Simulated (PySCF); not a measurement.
**Spin–spin coupling constants**

Bonds (- single, = double, # triple, : aromatic): F1-C2 1.345 Å, C2-F3 1.341 Å, C2-C4 1.498 Å, C4=C5 1.388 Å, C5-C6 1.381 Å, C6-C7 1.456 Å, C7-C8 1.522 Å, C8-C4 1.463 Å. C2 carries H9; C5 carries H10; C6 carries H11; C7 carries H12, H13; C8 carries H14, H15. Formal charges: C6 +1.

Total charge +1.

Method: B3LYP/pcJ-1 (spin–dipole term only in couplings to heteroatoms)//GFN2-xTB, PySCF 2.14.0 with density-fitted response routines; isolated molecule, single conformer, non-relativistic. Couplings are averaged over pairs made equivalent by symmetry, fast rotation or ring inversion, so a value needn't be that of the named pair in this geometry, while other rotamers aren't included; one pair stands for each set, and the list holds a selection of those of at least 0.8 Hz over up to four bonds. One-bond C–F couplings come out tens of Hz too large with common functionals.

Isotopes: $^{19}$F, $^{13}$C, $^{1}$H.

| pair | bonds | J (Hz) |
| --- | --- | --- |
| F1, C2 | 1 | -316.3 |
| C2, C4 | 1 | 54.4 |
| C2, H9 | 1 | ? |
| C4, C5 | 1 | 54.8 |
| C4, C8 | 1 | 37.5 |
| C5, C6 | 1 | ? |
| C5, H10 | 1 | 191.9 |
| C6, C7 | 1 | 36.6 |
| C6, H11 | 1 | 186.2 |
| C7, C8 | 1 | ? |
| C7, H12 | 1 | 140.0 |
| C8, H14 | 1 | 141.5 |
| C2, C8 | 2 | 3.0 |
| C4, H10 | 2 | ? |
| C5, C8 | 2 | 5.6 |
| C5, H11 | 2 | 6.8 |
| C6, H10 | 2 | ? |
| C6, H12 | 2 | -3.4 |
| C8, H12 | 2 | -2.0 |
| H14, H15 | 2 | -38.4 |
| F1, C5 | 3 | ? |
| F1, C8 | 3 | 1.0 |
| C2, C7 | 3 | ? |
| C4, H11 | 3 | ? |
| H12, H14 | 3 | -1.7 |
| C7, H9 | 4 | -1.0 |

Q: Estimate the withheld couplings, with signs.

A: 
- $^{1}J$(C2,H9) = 185.3 Hz (bond length 1.111 Å, sp3 carbon)
- $^{1}J$(C5,C6) = 54.9 Hz (bond length 1.381 Å)
- $^{1}J$(C7,C8) = 36.3 Hz (bond length 1.522 Å)
- $^{2}J$(C4,H10) = 5.0 Hz (angle at C5 125°)
- $^{2}J$(C6,H10) = 5.5 Hz (angle at C5 126°)
- $^{3}J$(F1,C5) = 1.7 Hz (dihedral angle 157°)
- $^{3}J$(C2,C7) = 3.2 Hz (dihedral angle 180°)
- $^{3}J$(C4,H11) = 8.1 Hz (dihedral angle 179°)
